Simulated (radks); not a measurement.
Values are calculated unless marked as measured or tabulated.
Task: The titanium ion Ti4+, [Ar]. Code: a radial shooting solver on a logarithmic mesh with Libxc functionals. Model: non-relativistic Kohn-Sham, exchange-only LDA, spin-polarised, spherical densities, point nucleus. Every spin shell is full or empty, so the densities are truly spherical. Functionals are evaluated on that one density, not self-consistently. Rank these exchange functionals by their error against the exact value of the orbitals, and give that value: LDA, PBE, PBEsol, RPBE, PW86, SOGGA, G96, TPSS, SCAN, r2SCAN, MS2.

Result: Exact: -39.5934 hartree. From best to worst, with 100 (|E| - |E exact|)/|E exact| (equal figures are ties): r2SCAN 0.00, MS2 -0.04, RPBE -0.08, TPSS +0.13, G96 +0.15, SCAN +0.30, PW86 +0.33, PBE -0.54, PBEsol -3.24, SOGGA -3.28, LDA -7.27.
